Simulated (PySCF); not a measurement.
# TDDFT excited states: C6H9NO

Compound: C₆H₉NO.
SMILES: `O=C[C@@H]1CC=NCC1`

The calculation used PySCF, TDDFT B3LYP/def2-SVPD, vertical, gas phase, core orbitals frozen in the response. Geometry: GFN2-xTB, one conformer, isolated molecule.

List the vertical singlet excitations with oscillator strengths and describe the spectrum.

| state | E (eV) | E (kJ/mol) | λ (nm) | f | \|μ\| (D) | main configurations (H = HOMO, L = LUMO) |
| --- | --- | --- | --- | --- | --- | --- |
| S1 | 4.26 | 411 | 291.3 | 0.0007 | 0.21 | H-1→L (79%), H→L (19%) |
| S2 | 4.53 | 437 | 273.6 | 0.0030 | 0.42 | H→L (76%), H-1→L (18%) |
| S3 | 4.97 | 479 | 249.5 | 0.0009 | 0.21 | H→L+1 (92%) |
| S4 | 5.97 | 576 | 207.6 | 0.0018 | 0.28 | H-2→L (100%) |
| S5 | 6.12 | 591 | 202.5 | 0.0034 | 0.39 | H→L+2 (95%) |
| S6 | 6.38 | 616 | 194.3 | 0.0011 | 0.21 | H-1→L+1 (98%) |
| S7 | 6.74 | 651 | 183.8 | 0.0043 | 0.41 | H→L+3 (98%) |
| S8 | 6.86 | 662 | 180.6 | 0.012 | 0.69 | H→L+4 (52%), H-1→L+2 (44%) |

Triplets, Tamm–Dancoff:

| state | E (eV) | λ (nm) | main configurations (H = HOMO, L = LUMO) |
| --- | --- | --- | --- |
| T1 | 3.69 | 336.3 | H-1→L (91%) |
| T2 | 4.12 | 300.9 | H→L+1 (72%), H→L (21%) |
| T3 | 4.59 | 270.4 | H→L (72%), H→L+1 (21%) |

The lowest singlet comes at 291 nm (411 kJ/mol) in the ultraviolet; it is very weak; its leading configuration is HOMO-1→LUMO (79%). The most intense listed level is S8 at 6.86 eV (181 nm, f = 0.012), 2.61 eV above S1. It is the last of those listed, so stronger ones may follow. S1 has the pattern of n→π* at C=O. The oscillator strengths of these states sum to 0.027; summed over the whole spectrum of an exact calculation they would give the number of electrons, 60 (Thomas–Reiche–Kuhn). Weighted by f, the mean energy of these states is 6.30 eV. Orbital energies (eV): HOMO-3 -9.49, HOMO-2 -8.17, HOMO-1 -7.47, HOMO -6.68, LUMO -1.32, LUMO+1 -0.23, LUMO+2 0.26. The window holds the lowest 8 singlets.
